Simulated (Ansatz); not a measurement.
Geometry optimisation, RKS PBE/def2-SVP in Ansatz.

Input:

```yaml
crystal:
  periodic: [false, false, false]
  atoms:
    - { symbol: Ge, position_ang: [-0.051899, 0.121388, -0.929901] }
    - { symbol: O, position_ang: [1.198396, 0.071591, 1.742971] }
    - { symbol: H, position_ang: [0.680604, -0.757189, 1.629419] }
    - { symbol: H, position_ang: [1.876718, -0.050294, 1.032505] }
    - { symbol: H, position_ang: [-1.386303, 0.989837, -0.58492] }
    - { symbol: O, position_ang: [-0.620411, -1.425969, -0.11756] }
    - { symbol: H, position_ang: [-1.515905, -1.320264, 0.263687] }
basis:
  gaussian: { orbitals: def2-SVP }
hamiltonian:
  xc: pbe
relax:
  f_tol: 0.03
  max_steps: 50
```

Run as:

```bash
$ ansatz run input.yaml --threads 1 --pin off --max-ram 2048MiB --backend cpu --events-out ev --progress --plain --runs-dir out
```

Where does it end, and by what steps?

The run converged. After 8 steps the energy has fallen by 0.285 eV; O2 moved furthest, 0.51 Å.

```tsv
step	energy less start (eV)	largest force component (eV/Å)	accepted
0	0.0000	0.821	yes
1	-0.0745	1.319	yes
2	-0.1402	2.001	yes
3	-0.2387	1.354	yes
4	-0.2753	0.391	yes
5	-0.2818	0.150	yes
6	-0.2839	0.122	yes
7	-0.2846	0.036	yes
8	-0.2847	0.010	yes
```

```xyz
7
Properties=species:S:1:pos:R:3
Ge 0.078 0.107 -0.796
O 0.951 0.166 1.306
H 0.469 -0.716 1.297
H 1.894 -0.077 1.211
H -1.185 1.014 -0.313
O -0.555 -1.490 0.009
H -1.472 -1.374 0.322
```

Whether the end is a true minimum wasn't checked by a vibrational analysis.

The run took 19 s on 1 thread of Arm Neoverse V2 (shared host), peak memory 0.14 GiB.
